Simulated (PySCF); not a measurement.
C4H4, SMILES C=C1C=C1. Atoms are numbered in the order given.

```xyz
8

C      0.0000     0.0000     1.5957
C      0.0000     0.0000     0.2626
C      0.0000     0.6616    -1.0217
C      0.0000    -0.6616    -1.0217
H      0.0000    -0.9376     2.1554
H      0.0000     0.9376     2.1554
H      0.0000     1.5835    -1.6001
H      0.0000    -1.5835    -1.6001
```

The structure is a stationary point at B3LYP-D3(BJ)/def2-SVP.

Two levels are set side by side: PBE/pcSseg-1 (PySCF) and KT2/pcSseg-1 (PySCF). GIAO shifts against TMS (¹H), TMS (¹³C) at the same level; non-relativistic, no solvent, atoms listed together averaged. Differences are taken from unrounded values.

```tsv
quantity	KT2
δ(¹³C) of C1 (ppm)	62.5
δ(¹³C) of C2 (ppm)	116.6
δ(¹³C) of C3, C4 (ppm)	135.2
δ(¹H) of H5, H6 (ppm)	4.16
δ(¹H) of H7, H8 (ppm)	8.29
```

Question: What does PBE give, and how far is it from KT2? (The exact figures need the calculation; the answer reports its results.)

Answer: 
```tsv
quantity	PBE	PBE minus KT2
δ(¹³C) of C1 (ppm)	67.2	4.7
δ(¹³C) of C2 (ppm)	123.9	7.3
δ(¹³C) of C3, C4 (ppm)	144.3	9.1
δ(¹H) of H5, H6 (ppm)	4.25	0.09
δ(¹H) of H7, H8 (ppm)	8.38	0.08
```

Rough cost on one machine, each run with all the roots and properties that it gave: KT2 against PBE within a factor of 2.
